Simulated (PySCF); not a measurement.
An unknown shows these calculated signals:

$^{1}$H NMR (400 MHz, computed): δ 5.23 (m, 1H), 3.97 (t, 3H), 3.04 (m, 1H), 1.87 (m, 2H), 1.87 (m, 2H), 0.09 (m, 2H).

$^{13}$C{$^{1}$H} NMR (computed): δ 129.8 (C), 21.7 (CH2), 18.2 (CH), -6.1 (CH2).

Theoretical values (PySCF 2.14): PBE0/pcSseg-1 with gauge-including orbitals, structure optimised with GFN2-xTB. Equivalent nuclei averaged, one conformer, isolated molecule, non-relativistic Hamiltonian.

Chemical shifts δ = σref − σ; TMS for $^{1}$H (σref 31.72), $^{13}$C (σref 186.93), all at this level.

Which of these does the molecule contain: a nitrile, a Si–H bond, a vinyl group CH=CH2, a benzene ring, an S-methyl group?

Results:


- A nitrile: yes (δC 129.8).
- A Si–H bond: yes (δH 5.23 (m)).
- A vinyl group CH=CH2: no.
- A benzene ring: no.
- An S-methyl group: no.

The data belong to `InChI=1S/C5H11NSi2/c6-1-5-2-8(3-5)4-7/h5,8H,2-4H2,7H3/t5-,8-`; they needn't prove each group on their own.

Carbon signals by region: 1 in the sp2 and nitrile region (100–160 ppm), 3 below 50 ppm.

Shifts are as computed. Against solution values, carbons near 30 ppm lie about +3 ppm off and those near 130 ppm about +5 ppm. Of 1211 compounds with measured shifts, 218 miss one by over three times the rms of a fit or turn the order of signals round; such compounds aren't used in these exercises. No couplings were computed; multiplicities are counted from neighbouring protons, with m where these are inequivalent, close in shift, in a saturated or five-membered ring or joined by F or P, and br s for small geminal =CH2 splittings.
